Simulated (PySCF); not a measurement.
H₁₀Si₄, charge -1, doublet, geometry from GFN2-xTB (a state made from the parent by changing its charge; the spin is typed, not shown lowest) (in this run its highest filled SCF level lies above zero, so its values depend strongly on the basis, on diffuse functions most of all). Base run: BLYP/6-31G in PySCF.

The PySCF input:
```python
from pyscf import gto, scf, dft

mol = gto.Mole()
mol.atom = '''
    Si    2.454647   -0.764551    1.029488
    Si    1.260091    0.999208    0.194901
    Si   -0.785170    0.366517   -0.828289
    Si   -2.905371   -0.507864   -0.467823
    H     3.000159   -0.754029    2.404170
    H     1.699146   -2.028620    1.027399
    H     3.669842   -1.089922    0.254331
    H     2.378652    2.009648   -0.043774
    H     0.747602    1.710597    1.424885
    H    -0.305255   -0.440426   -2.009152
    H    -1.119821    1.666895   -1.524889
    H    -3.521246    0.246044    0.658232
    H    -4.151177   -0.748951   -1.272925
    H    -2.736664   -1.877579    0.085858
'''
mol.basis = '6-31g'
mol.charge = -1
mol.spin = 1
mol.verbose = 4
mol.build()

mf = dft.UKS(mol)
mf.xc = 'blyp'
mf.kernel()
mf.analyze()
```

The base run was repeated with changes; each row names its change, and settings that it needs were set with it.

```csv
change,ΔE vs base (mEh),SCF cycles,<S^2>,outcome
base,0.000,10,0.752,converged
damp = 0.5; diis_start_cycle = 5,0.000,11,0.752,converged
init_guess = sap,0.000,11,0.752,converged
level_shift = 0.5 (with mf.max_cycle = 100),0.000,28,0.752,converged
conv_tol = 1e-12,0.000,13,0.752,converged
diis_space = 12,0.000,10,0.752,converged
diis = off; damp = 0.6 (with mf.diis_start_cycle = 200; with mf.max_cycle = 150),0.000,18,0.752,converged
conv_tol = 1e-11,0.000,12,0.752,converged
diis = off (with mf.max_cycle = 100),-,100,-,not converged
init_guess = 1e,0.000,15,0.752,converged
init_guess = huckel,0.000,12,0.752,converged
solver = newton,0.000,-,0.752,converged
conv_tol_grad = 1e-3,0.000,10,0.752,converged
```

Open shells are given as the SCF converged; they aren't shown to be the lowest states, and a large step between rows can be another state.
